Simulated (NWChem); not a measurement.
Molecule: InAsH₄O₂; SMILES [OH][In]([OH])[AsH2]

```xyz
8

In     0.0021     0.6849    -0.0008
As     0.0722    -1.9057    -0.0025
H     -1.0091    -1.8953    -1.0824
H     -0.9828    -1.8954     1.1033
O     -1.7136     1.7080    -0.0020
H     -1.5435     2.6580    -0.0010
O      1.5351     1.9771     0.0011
H      2.3975     1.5468     0.0012
```
Atoms are numbered in this order, from 1.

All runs: NWChem. Coordinates come from a PBE0/def2-SVP optimisation. No frequency run checked for a minimum. def2 effective core potentials on In; no spin-orbit coupling. B3LYP is NWChem's, with the RPA form of VWN correlation. Field at 589 nm.

Task: Predict the results for B3LYP/def2-SVP (core potentials). Quantities: isotropic polarisability (bohr³); anisotropy (bohr³).

Result: 
```
Property                          Value
--------------------------------  -----
isotropic polarisability (bohr³)   73.3
anisotropy (bohr³)                 44.5
```
